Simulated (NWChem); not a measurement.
System: GeH₃O₃, doublet; SMILES [OH][Ge]([OH])[OH]

Input file for NWChem:

```
start job
memory heap 200 mb stack 900 mb global 1100 mb
geometry units angstroms noautoz
  O     -0.514421    -1.564339     0.497084
  Ge     0.000000     0.000000    -0.179166
  O      1.611968     0.336667     0.497084
  O     -1.097546     1.227671     0.497084
  H      0.136609    -2.260315     0.345722
  H      1.889186     1.248464     0.345722
  H     -2.025795     1.011851     0.345722
end
basis spherical
  * library sto-3g
end
dft
  odft
  mult 2
  xc b3lyp
  iterations 150
  mulliken
end
task dft energy
```

In the optimisation the excess spin sits in a (C3, its own frame). The geometry was optimised at PBE0/def2-SVP, spin-unrestricted. No stability test was run on the SCF state. B3LYP is NWChem's, with the RPA form of VWN correlation.

Question: Predict the main results of this run. (B3LYP/STO-3G, spin-unrestricted.) Quantities: basis functions; energy (Ha); highest occupied level (eV); lowest empty minus highest occupied level, either spin (eV); dipole (D); <S²>.

Answer: The number of basis functions is 36. The energy (Ha) is -2277.31 and the highest occupied level (eV) is -1.78. The lowest empty minus highest occupied level, either spin (eV) is 2.68 and the dipole (D) is 0.91. The <S²> is 0.754.
